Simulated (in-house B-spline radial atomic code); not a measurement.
# Ionising Ir V (Ir4+) with different functionals

Computed with an all-electron radial atomic-structure program (B-spline basis): four-component Dirac-Coulomb Hamiltonian, Fermi nucleus of rms radius 5.4032 fm, spin-restricted, spherical fractional occupations for the functionals, and exact exchange of hybrids averaged over the configuration. The ionisation energy is the difference of two self-consistent energies, [Xe] 4f14 5d5 → [Xe] 4f14 5d4, without Breit or QED terms; ε is the level of the shell that loses the electron (mean over j). The electron is taken from both j subshells in proportion to 2j + 1, so the result is a j average, not the step between ground levels.

```csv
method,rung,ΔSCF (eV),-ε(5d) (eV)
PBE0,global hybrid,57.55,52.38
B3LYP,global hybrid,?,?
B97-1,global hybrid,?,?
CAM-B3LYP,range-separated hybrid,57.59,53.91
```

(1) What does B97-1 give?

(2) What does B3LYP give?

(3) Among the functionals, which spreads more, the ΔSCF values or the orbital energies?

(4) How do they compare with the NIST value?

Answers

(1) ΔSCF 57.51 eV, and -ε(5d) = 52.02 eV.

(2) ΔSCF 57.63 eV, and -ε(5d) = 52.05 eV.

(3) The orbital energies: ΔSCF values span about 0.11 eV and the orbital energies 1.89 eV; here energy differences depend much less on the functional than eigenvalues do.

(4) NIST lists 57 eV ± 1.9 (tabulated theory, ground level to ground level). Errors run from +0.51 to +0.63 eV; all lie within about twice that uncertainty, so the table can't rank the methods.
